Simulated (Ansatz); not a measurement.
One change: `B[CH2][Zn][GaH2]` becomes `B[CH2][Zn][NH2]`.

Ansatz, PBE0-D4/def2-TZVP geometries, multiplicity 1. Each molecule was computed in one conformer, which needn't be the lowest.

Scalar relativity is left out up to krypton.

| property | `B[CH2][Zn][GaH2]` |
| --- | --- |
| size of the dipole moment (B3LYP/def2-TZVPP) / D | 1.69 |
| LUMO energy (PBE0/def2-TZVPP) / eV | -2.57 |
| HOMO energy (PBE0/def2-TZVPP) / eV | -6.83 |
| HOMO energy (B3LYP/def2-TZVPP) / eV | -6.63 |
| size of the dipole moment (ωB97M-V/def2-TZVPP) / D | 1.68 |
| HOMO–LUMO gap (ωB97M-V/def2-TZVPP) / eV | 7.92 |

Task: Give the same properties after the change, and the shifts. (Best estimate.)

Result: The calculation gave: 
| property | `B[CH2][Zn][NH2]` | shift |
| --- | --- | --- |
| size of the dipole moment (B3LYP/def2-TZVPP) / D | 1.21 | -0.48 |
| LUMO energy (PBE0/def2-TZVPP) / eV | -1.00 | 1.57 |
| HOMO energy (PBE0/def2-TZVPP) / eV | -7.02 | -0.19 |
| HOMO energy (B3LYP/def2-TZVPP) / eV | -6.79 | -0.16 |
| size of the dipole moment (ωB97M-V/def2-TZVPP) / D | 1.20 | -0.48 |
| HOMO–LUMO gap (ωB97M-V/def2-TZVPP) / eV | 10.15 | 2.23 |

With PBE0 the HOMO falls by 0.19 eV and the LUMO rises by 1.57 eV, so the gap widens by about 1.76 eV. PBE moves the HOMO by 0.19 eV and ωB97M-V by -0.59 eV. Dipoles are sizes alone; their direction can turn.

Positive LUMOs are unbound, so they and the gaps depend on the basis.

B3LYP here is the variant with VWN-RPA as its local correlation; programs differ in this.
